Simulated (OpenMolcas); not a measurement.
**Pr4+: effect of the metal basis and ligand basis**

Pr4+ with 6 ligands (bromide) in octahedral coordination (Oh) at 2.76 Å. A charge of +0.333 e stands 2.8 Å behind each ligand.

```
Program             : OpenMolcas
Method              : SS-CASPT2, IPEA 0.25 Eh, imaginary shift 0.1 Eh (closed shells correlated: 5s 5p and the ligand valence shells)
Spin-orbit coupling : state interaction with AMFI integrals over the reference wave functions
```

Fixed: active space 1 electron in 7 orbitals (4f), DKH2 Hamiltonian.

States (labels of O, the rotations of Oh). Energies in cm-1 above the lowest state or level, χT in cm3 K/mol.

```csv
Run,Metal basis,Ligand basis,Ground state,First state of that spin,First gap with spin-orbit (degeneracies),Width of lowest J,χT at 300 K,Cost
A,ANO-RCC-VDZP,ANO-RCC-VDZP,2A2,2T2 600,"1050 (2, 4)",1050,0.386,roughly 60 core-seconds
B,ANO-RCC-VTZP,ANO-RCC-VTZP,2A2,2T2 550,"1060 (2, 4)",1064,0.384,roughly 6 core-minutes
```

Against A, the width of the lowest J multiplet changes by +1.3 % in B.

Costs are those of the CASPT2 steps.

Roots that are degenerate in the reference are averaged as groups; the widest CASPT2 spread within a group is 160 cm-1 (the 3-fold group of multiplicity 2 near 2010 cm-1 above the lowest state of its run, A). Shifts and gaps below about the spread of the groups concerned are not significant. Over all roots computed the reference weight is 0.67 in A, 0.64 in B; a low but even weight reflects the number of correlated electrons. Splittings of an f shell from a small cluster at a set distance can be off by tens of per cent, mostly too small. No measured value stands beside these numbers; the geometry is a model, was not optimised and need not be the one that this ion takes.
